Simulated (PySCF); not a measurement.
C₄H₉NSi, SMILES C(CC[SiH2]N)#C.

Coordinates come from a B3LYP-D3(BJ)/def2-SVP optimisation. This is a generated structure with no PubChem entry under its InChIKey; it may be hypothetical. The values are those of a single conformer.

Two levels are set side by side: PBE/def2-TZVP (PySCF) and PBE0/def2-TZVP (PySCF). Same geometry, gas phase. Differences are taken from unrounded values.

| quantity | PBE0 |
|---|---|
| orbital gap (eV) | 7.61 |
| highest occupied level (eV) | -7.19 |
| lowest empty level (eV) | 0.42 |
| dipole moment (D) | 1.53 |
| mean polarisability (bohr³) | 80.0 |

Q: What does PBE give, and how far is it from PBE0? (An estimate is asked for; the answer gives what the named calculation found.)

A: 
```
quantity                       PBE  PBE minus PBE0
---------------------------  -----  --------------
orbital gap (eV)              5.44           -2.17
highest occupied level (eV)  -5.86            1.33
lowest empty level (eV)      -0.42           -0.84
dipole moment (D)             1.56            0.03
mean polarisability (bohr³)   83.2             3.2
```

PBE's occupied levels lie high since its potential decays too fast outside the molecule; exact exchange lowers them and widens the gap. PBE's more diffuse valence density responds more strongly to a field. Differences between two approximate levels are no errors against the true value.

Rough cost on one machine, each run with all the roots and properties that it gave: PBE0 against PBE within a factor of 2.
